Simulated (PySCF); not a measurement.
C2H8OTi, SMILES C(C)[O][TiH3], multiplicity 1. Heavy atoms are numbered as in [TiH3:1][O:2][CH2:3][CH3:4]. Hydrogens are named by the atom that carries them.

The structure is a stationary point at PBE-D3(BJ)/def2-SVP. The spin state was assumed, not searched. The structure was generated by enumeration; whether it is a known compound was not checked. Other conformers were not sampled.

Level of theory: PBE/def2-TZVP in PySCF.

ESP charges are fitted to the potential on shells at 1.4 to 2.0 van der Waals radii. Atomic charges (e), one atom of each kind:

```csv
atom,Löwdin,ESP fit
Ti1 (TiH3),0.22,0.98
O2,0.08,___
C3 (CH2),-0.35,0.27
C4 (CH3),-0.31,-0.40
H on C3,0.14,0.04
H on C4,0.13,___
H on Ti1,-0.11,___
```

**Question.** What belongs in the gaps? (The exact figures need the calculation; the answer reports its results.)

**Answer.** 
- O2, ESP fit: -0.47
- H on C4, ESP fit: 0.13
- H on Ti1, ESP fit: -0.27
